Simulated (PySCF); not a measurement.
A side-by-side comparison of computed properties.

First species: C6H10F3OP.
Z-matrix (Å and degrees, GFN2-xTB geometry), rows numbered from 1:
```
C 
P   1  1.8251
O   2  1.4601  1  115.68
C   2  1.8329  1  109.07  3  -133.61
C   4  1.5380  2  112.86  1    78.16
C   5  1.5355  4   89.54  2   125.29
C   6  1.5355  5   89.67  4   -10.25
C   2  1.8923  1  101.35  3   119.71
F   8  1.3423  2  113.64  1    59.70
F   8  1.3376  2  110.31  1   -60.23
F   8  1.3350  2  111.15  1  -179.65
H   1  1.0862  2  112.13  3  -174.90
H   1  1.0889  2  107.51  3    64.01
H   1  1.0898  2  107.95  3   -53.11
H   4  1.0897  2  111.04  1   -51.70
H   5  1.0883  4  116.01  2  -115.37
H   5  1.0903  4  111.94  2    11.08
H   6  1.0880  5  112.91  4   104.69
H   6  1.0868  5  115.58  4  -128.69
H   7  1.0901  4  111.99  2   -10.55
H   7  1.0876  4  115.85  2   115.54
```

Second species: C₉H₅ClO.
InChI=1S/C9H5ClO/c1-2-7-5-3-4-6-8(7)9(10)11/h1,3-6H

Levels: PBE0/pcSseg-1 for dipole moment, HOMO energy, LUMO energy and HOMO–LUMO gap; GFN2-xTB for rotational constant A and rotational constant C. Geometries: GFN2-xTB. Each structure is a single optimised conformer of the isolated species, non-relativistic unless stated. Electronic properties by PySCF.

Dipoles, sizes and rotational constants follow the conformer. The torsions of the flexible species, by atom-mapped SMILES:
- `[CH3:1][P@:2](=[O:3])([CH:4]1[CH2:5][CH2:6][CH2:7]1)[C:8]([F:9])([F:10])[F:11]`: C1–P2–C4–C5 78°, C1–P2–C8–F9 60°
- `[CH:1]#[C:2][c:3]1[cH:4][cH:5][cH:6][cH:7][c:8]1[C:9](=[O:10])[Cl:11]`: C7–C8–C9–O10 180°

Values for the first species:

- Dipole moment: 4.17 D
- HOMO energy: -8.10 eV
- LUMO energy: 0.74 eV
- HOMO–LUMO gap: 8.84 eV
- Rotational constant A: 1.528 GHz
- Rotational constant C: 0.634 GHz

Question: Estimate the same properties for the second species, and the change in each.

Answer: 
| property | first | second | second less first |
| --- | --- | --- | --- |
| dipole moment | 4.17 D | 3.99 D | -0.18 D |
| HOMO energy | -8.10 eV | -7.43 eV | +0.67 eV |
| LUMO energy | 0.74 eV | -2.45 eV | -3.19 eV |
| HOMO–LUMO gap | 8.84 eV | 4.98 eV | -3.86 eV |
| rotational constant A | 1.528 GHz | 1.317 GHz | -0.211 GHz |
| rotational constant C | 0.634 GHz | 0.537 GHz | -0.097 GHz |

On the first: The dipole matches unit charges of opposite sign 0.87 Å apart (1 e·Å = 4.8032 D). A dipole of 4.17 D is allowed in C1, and pure rotational transitions are dipole-allowed.

On the second: The dipole equals about 13.3 × 10⁻³⁰ C·m (1 D = 3.33564 × 10⁻³⁰ C·m).
